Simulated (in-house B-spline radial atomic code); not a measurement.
Atomic self-consistent-field run: neutral technetium (an excited or competing configuration). Computed with a B-spline radial code for spherical atoms: Dirac-Hartree-Fock, average of the jj configuration, Fermi nucleus of rms radius 4.41117 fm.

In the input, a minus or plus after the letter marks the j = l - 1/2 or j = l + 1/2 subshell.

Command:
```bash
python run_scf.py task.json out
```
Settings (nuclear radius in fm, mass in u):
```
Z                43
configuration    1s2 2s2 2p6 3s2 3p6 3d10 4s2 4p6 4d-4 4d+1 5s1 9d-1
hamiltonian      dirac
method           hf
spin_polarised   False
nucleus          fermi
rms_radius       4.41117
atomic_mass      96.90636
speed_of_light   137.035999084
```

Output (hartree, bohr):
```
 radial grid: 95 intervals, B-splines of order 8, outer radius 245.7 bohr

 iter        energy (Eh)    residual
    1       -4276.561159    5.36e-01
    2       -4281.810240    2.20e-01
    3       -4283.699393    6.65e-02
    4       -4283.896826    2.07e-02
    5       -4283.919136    1.14e-02
    6       -4283.923381    1.77e-03
    7       -4283.923451    3.55e-04
    8       -4283.923461    9.43e-05
    9       -4283.923461    8.65e-06
   10       -4283.923461    2.06e-06
   11       -4283.923461    8.39e-08

 total energy                     -4283.92346
 kinetic                            4450.8910
 electron-nucleus                 -10345.1683
 electron-electron                  1610.3538

 first-order corrections (not in the total)
   Gaunt                             2.9231
   retardation                      -0.2909
   frequency dependence             -0.0191
   self-energy                       1.9646
   Uehling                          -0.2285
   Wichmann-Kroll                    0.0036
   recoil                            0.0170

 orbital      occ     eigenvalue          <r>       <r^2>       <1/r>       <r^4>       r_max    small
 1s1/2      2.000      -778.4215    0.0342718   0.0015856     44.7107 6.52554e-06     0.02228  2.46e-02
 2s1/2      2.000      -114.1171     0.148948   0.0262215     10.2279  0.00119075      0.1261  5.10e-03
 2p1/2      2.000      -104.8982     0.127196    0.019866      10.168 0.000796494     0.09825  5.07e-03
 2p3/2      4.000      -100.5086     0.131803   0.0212043     9.66385 0.000895342      0.1021  4.90e-03
 3s1/2      2.000       -21.3255     0.412575    0.194902     3.52677     0.05854      0.3712  1.38e-03
 3p1/2      2.000       -17.7296     0.407232    0.192924     3.41906   0.0604019      0.3592  1.32e-03
 3p3/2      4.000       -16.9645     0.417281    0.202321     3.29992   0.0662097      0.3683  1.28e-03
 3d3/2      4.000       -10.6605     0.395297    0.187079     3.10631   0.0667392      0.3104  1.16e-03
 3d5/2      6.000       -10.4819     0.399566    0.191048     3.06928    0.069542      0.3136  1.14e-03
 4s1/2      2.000        -3.5643      1.06542     1.28429     1.27161     2.49252      0.9512  3.01e-04
 4p1/2      2.000        -2.4994      1.16606      1.5564     1.14818     3.85802       1.012  2.53e-04
 4p3/2      4.000        -2.2462      1.18626      1.6091     1.12285     4.09962       1.032  2.47e-04
 4d3/2      4.000        -0.7178       1.6321     3.18892    0.810346     19.4797       1.264  1.38e-04
 4d5/2      1.000        -0.6860        1.659      3.3022     0.79862     21.0623       1.278  1.35e-04
 5s1/2      1.000        -0.4806      3.19359     11.5287    0.394962     204.263       2.747  3.51e-05
 9d3/2      1.000        -0.0101      71.3432     5714.27   0.0200848 4.26754e+07       79.76  3.38e-07
```

Time taken, with all properties: 6.3 s on 1 thread of Arm Neoverse V2 (shared host).

For the Dirac Hamiltonian the kinetic term is c α·p + (β - 1)c².
